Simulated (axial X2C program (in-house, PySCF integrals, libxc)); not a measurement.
## Worked dissociation energy of CdSi⁺: r2SCAN, scalar-relativistic

Computed with an axial X2C code built on PySCF integrals. Spin-free means the one-electron spin-free X2C Hamiltonian. Basis: Cd dyall-cv3z [12s12p8d5f3g], Si dyall-v3z [8s7p2d1f] (cores contracted in-house); Gaussian nuclei, density fitting, unrestricted open shells. Masses: Cd 113.903 u, Si 27.977 u.

Molecular state: M_S = 1/2, Λ = 1 (beyond evenly filled blocks: π+α).

* E(Cd) (2M_S = 0, M_L = 0): -5594.044646 hartree
* E(Si+) (2M_S = 1, M_L = 0): -289.654676 hartree
* E(CdSi⁺) at Re: -5883.765052 hartree
* ωe: 221.3 cm⁻¹
* ωexe: 1.03 cm⁻¹

**Question.** Work out De and D0.

**Answer.** De = -5594.044646 + (-289.654676) − (-5883.765052) = 0.06573 hartree = 1.789 eV. The zero-point energy is ωe/2 − ωexe/4 = 110 cm⁻¹ = 0.014 eV, so D0 = 1.775 eV.

Occupations by symmetry block were frozen at the best pattern of an incomplete PBE0 search. Dissociation energies refer to the lowest single-determinant-based atoms at the same level and basis. Without a current term, density functionals place determinants with orbital angular momentum somewhat too high.

Each atomic determinant is the lowest at this level and need not be a pure term. Totals compare only within one Hamiltonian and basis.
